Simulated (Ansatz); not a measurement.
In₁₃Sb₁₄H₃₄⁺, a nanocrystal cut from wurtzite InSb (hydrogen-capped), relaxed as a singlet with RKS PBE-D4/def2-SVP in Ansatz, starting from a model built from a lattice or polyhedron. Force threshold 0.03 eV/Å.

In the def2 sets In, Sb take a core potential; there is no spin–orbit coupling. Single mean-field runs in def2-SVP are fitted with def2-universal-jkfit.

Start:

Cartesian coordinates in Å:
```
Sb -3.048 3.747 1.878
In -0.522 3.393 3.054
Sb 1.370 4.978 1.745
Sb -1.031 4.616 -2.132
In 1.475 4.257 -0.958
Sb -4.221 -0.545 2.990
In -3.993 1.320 0.888
In -1.677 -0.917 4.161
Sb 0.198 0.729 2.871
In 2.723 0.310 4.036
Sb -2.217 0.305 -1.012
In -1.973 2.140 -3.131
In 0.315 -0.033 0.171
Sb 2.201 1.552 -1.153
Sb 4.508 -0.668 2.131
In 4.728 1.170 0.014
Sb -0.173 1.180 -5.061
In 2.337 0.827 -3.887
Sb -0.957 -3.621 3.985
Sb -3.369 -3.958 0.087
In -3.149 -2.120 -2.039
In -0.842 -4.325 1.245
Sb 1.039 -2.750 -0.080
In 3.576 -3.131 1.105
Sb -1.330 -3.092 -3.960
In 1.152 -3.483 -2.769
Sb 3.084 -1.879 -4.072
H -4.183 4.364 3.077
H -2.929 4.873 0.587
H -0.604 3.829 4.743
H 0.904 6.615 1.881
H 2.879 4.747 2.448
H -2.158 5.227 -0.970
H -0.896 5.749 -3.410
H 2.677 5.230 -1.771
H -5.344 0.066 4.170
H -4.808 -2.060 2.382
H -5.546 1.538 0.163
H -1.782 -0.460 5.846
H 3.301 1.821 4.677
H 2.533 -0.848 5.353
H -3.540 2.388 -3.905
H 6.054 -0.888 2.827
H 5.324 2.696 0.642
H 5.850 0.568 -1.179
H -0.056 2.340 -6.347
H -0.777 -0.299 -5.657
H 3.507 1.786 -4.681
H -2.131 -4.593 4.774
H 0.567 -3.847 4.677
H -4.480 -3.371 1.254
H -3.911 -5.454 -0.527
H -4.722 -1.866 -2.782
H -0.381 -6.018 1.111
H 3.451 -4.260 2.425
H 4.700 -3.749 -0.091
H -1.205 -1.959 -5.239
H -1.914 -4.602 -4.559
H 1.638 -5.128 -2.918
H 4.644 -2.101 -3.362
H 3.135 -2.334 -5.748
```

Q: Estimate the energy that the relaxation releases and the steps that it takes.

A: 307.8 kJ/mol, in 7 steps; 37 s on 10 threads of AMD EPYC 7R13 on a shared host and a whole NVIDIA H100 80GB HBM3. No frequencies were taken in this run, so the end may be a saddle point.

Q: Does the start keep its bonding and symmetry?

A: By distances, no bond broke or formed. The bond that changes most is Sb14–In16, from 2.81 to 2.98 Å (atoms count from 1). Point group Cs at the start, Cs at the end, both within 0.05 Å.

Q: Predict the relaxed structure.

A: 
Cartesian coordinates in Å:
```
Sb -3.023 3.556 1.941
In -0.478 3.273 3.370
Sb 1.241 4.829 1.658
Sb -0.940 4.448 -2.210
In 1.771 4.235 -1.112
Sb -4.083 -0.376 2.955
In -4.361 1.346 0.659
In -1.554 -0.718 4.399
Sb 0.369 0.642 2.869
In 2.950 0.302 4.317
Sb -2.371 0.353 -1.110
In -2.385 2.192 -3.276
In 0.214 -0.030 0.101
Sb 2.339 1.484 -1.053
Sb 4.457 -0.667 2.092
In 5.093 1.235 0.057
Sb -0.152 1.310 -4.875
In 2.571 1.047 -3.819
Sb -1.001 -3.482 3.801
Sb -3.196 -3.915 -0.056
In -3.520 -2.008 -2.194
In -0.596 -4.539 1.151
Sb 1.209 -2.704 0.025
In 3.866 -3.322 1.221
Sb -1.352 -3.119 -3.737
In 1.275 -3.735 -2.588
Sb 2.901 -1.811 -3.988
H -4.175 4.304 2.971
H -2.971 4.835 0.796
H -0.696 3.958 4.951
H 1.000 6.512 1.899
H 2.779 4.739 2.411
H -2.004 5.258 -1.130
H -0.971 5.670 -3.417
H 2.746 5.431 -1.909
H -5.317 0.071 4.063
H -4.783 -1.887 2.531
H -5.974 1.635 0.089
H -1.876 -0.416 6.079
H 3.326 1.963 4.682
H 2.520 -0.981 5.415
H -3.861 2.537 -4.120
H 6.003 -0.898 2.822
H 5.310 2.835 0.710
H 5.905 0.493 -1.294
H -0.126 2.306 -6.275
H -0.660 -0.112 -5.695
H 3.623 1.936 -4.877
H -1.981 -4.530 4.746
H 0.473 -3.804 4.614
H -4.379 -3.539 1.131
H -3.943 -5.371 -0.578
H -5.076 -1.950 -2.961
H -0.410 -6.265 1.105
H 3.380 -4.346 2.543
H 4.759 -3.750 -0.213
H -1.219 -2.170 -5.162
H -1.969 -4.514 -4.525
H 1.640 -5.385 -2.990
H 4.488 -2.091 -3.405
H 3.194 -2.306 -5.606
```
Bond lengths (bridged metal pairs left out): 37 × In–Sb 2.81 to 2.98 Å; 19 × H–Sb 1.71 to 1.72 Å; 15 × H–In 1.73 to 1.74 Å.
